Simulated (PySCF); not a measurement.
Vertical excitations of a molecule FH₆NOSi₂ from TDDFT-PBE/def2-SVPD (PySCF), as energy in eV (oscillator strength): 5.99 (0.016), 6.41 (0.005), 6.89 (0.017), 7.03 (0.001), 7.16 (0.040), 7.30 (0.004), 7.57 (0.017), 7.60 (0.014), 7.66 (0.007), 7.69 (0.073). Lowest triplet (TDA): 5.74 eV. Coordinates come from a PBE0-D3(BJ)/def2-SVP optimisation. One conformer was computed; it need not be the lowest.

Q: Which molecule gave these data?
A) O[Si@H](F)N[SiH3]
B) N[Si@@](O)(F)[SiH3]
C) O[SiH2]N[SiH2]F
D) N[Si@@H](F)O[SiH3]

A: A, O[Si@H](F)N[SiH3]
